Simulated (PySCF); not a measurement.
How methods differ on the ionisation energy of Pd³⁺

Pd³⁺ [Kr] 4d7 [4d3/2^4 4d5/2^3, M_J = 9/2] → Pd⁴⁺ [Kr] 4d6 [4d3/2^4 4d5/2^2, M_J = 4], as a difference of total energies. Computed with PySCF 2.14 in x2c-TZVPPall-2c, with the two-component X2C-1e Hamiltonian. Correlated levels: [Ar] 3d10 frozen; the 6 highest virtual spinors dropped. "Screened" scales the spin-orbit matrix elements by Boettger's factors to mimic the two-electron term; Breit and QED terms are absent.

Q: Order these methods by the ionisation energy they give, lowest first.
A. GMP2 (screened spin-orbit)
B. GHF (screened spin-orbit)
C. GMP2 (spin-free)
D. GHF (spin-free)

A: D (46.141 eV), B (46.215 eV), C (47.533 eV), A (47.611 eV).

The spin-free rows relax to the high-spin LS determinant and lack the spin-orbit shift.

Errors of the correlated levels include the incompleteness of this basis and the frozen core.

The labels give the starting determinants; with spin-orbit coupling the two ends relaxed to ⟨J²⟩ = 24.76, ⟨L²⟩ = 12.22, ⟨S²⟩ = 3.69 and ⟨J²⟩ = 20.01, ⟨L²⟩ = 6.14, ⟨S²⟩ = 5.94.

For comparison: 46 ± 1.7 eV (theoretical estimate listed by NIST; NIST Atomic Spectra Database, ionization energies).
